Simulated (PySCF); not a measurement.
**Working out the excitation energy of O⁺**

O⁺ [He] 2s2 2p3 (4S) → O⁺ [He] 2s1 2p4 (4P). Calculation: PySCF 2.14, in aug-cc-pwCVDZ; the non-relativistic Hamiltonian (point nucleus). Frozen: nothing. Energies in hartree (1 hartree = 27.21139 eV):

```tsv
part	O⁺ (lower)	O⁺ (upper)
UHF	-74.353906	-73.800715
MP2 opposite-spin	-0.081060	-0.078854
MP2 same-spin	-0.025777	-0.026231
```

Q: What does Hartree-Fock give?

A: (-73.800715) − (-74.353906) = 0.553191 hartree = 15.053 eV.

Q: What do MP2 and SCS-MP2 (6/5 opposite-spin, 1/3 same-spin) give?

A: The opposite-spin parts differ by 0.060 eV and the same-spin parts by -0.012 eV. MP2: 15.053 + (0.060) + (-0.012) = 15.101 eV. SCS-MP2: 15.053 + 1.2 × (0.060) + (-0.012)/3 = 15.121 eV.

Measured between the centres of the two terms (NIST): 14.870 eV, so MP2 (valence and next inner shell) is off by 0.231 eV.

A double-zeta basis recovers only part of the correlation energy.

What remains against the reference includes basis incompleteness and correlation beyond second order.
